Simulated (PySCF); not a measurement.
r2SCAN on Pr (praseodymium, neutral), [Xe] 4f3 5d2, one real determinant (an excited configuration). Calculation: PySCF 2.14, in cc-pVDZ-X2C (8s7p5d3f1g, 84 functions); the spin-free X2C one-electron Hamiltonian (Gaussian nucleus).

```
cycle= 1 E= -9236.48724678388  delta_E= -0.00728  |g|= 0.127  |ddm|= 0.47
cycle= 2 E= -9236.48409123591  delta_E= 0.00316  |g|= 0.194  |ddm|= 0.479
cycle= 3 E= -9236.4907945442  delta_E= -0.0067  |g|= 0.00974  |ddm|= 0.432
cycle= 4 E= -9236.49083665216  delta_E= -4.21e-05  |g|= 0.00378  |ddm|= 0.0239
cycle= 5 E= -9236.49083893577  delta_E= -2.28e-06  |g|= 0.00197  |ddm|= 0.0154
cycle= 6 E= -9236.49084112731  delta_E= -2.19e-06  |g|= 0.000476  |ddm|= 0.0055
cycle= 7 E= -9236.49084141211  delta_E= -2.85e-07  |g|= 0.000211  |ddm|= 0.00208
cycle= 8 E= -9236.49084157296  delta_E= -1.61e-07  |g|= 6.81e-05  |ddm|= 0.00273
cycle= 9 E= -9236.49084157908  delta_E= -6.12e-09  |g|= 1.28e-05  |ddm|= 0.000564
cycle= 10 E= -9236.49084157914  delta_E= -6.37e-11  |g|= 1.19e-06  |ddm|= 2.56e-05
converged SCF energy = -9236.49084157914  <S^2> = 8.752446  2S+1 = 6.0008153
```

Highest occupied orbital energy: 0.452 eV; ⟨L²⟩ = 45.76; populations by l: s 10.00, p 24.02, d 22.00, f 2.98.

Problem. Can this result be used?

Solution. Not for this state. The calculation finished and met its thresholds. ⟨L²⟩ = 45.76 against 90 for a pure M term, so this real determinant mixes terms. Spin-orbit coupling, absent here, splits the open shell strongly. At r2SCAN the highest occupied level has a positive energy, so only the finite basis holds that electron; for this excited configuration the basis is too tight for the outer shell.
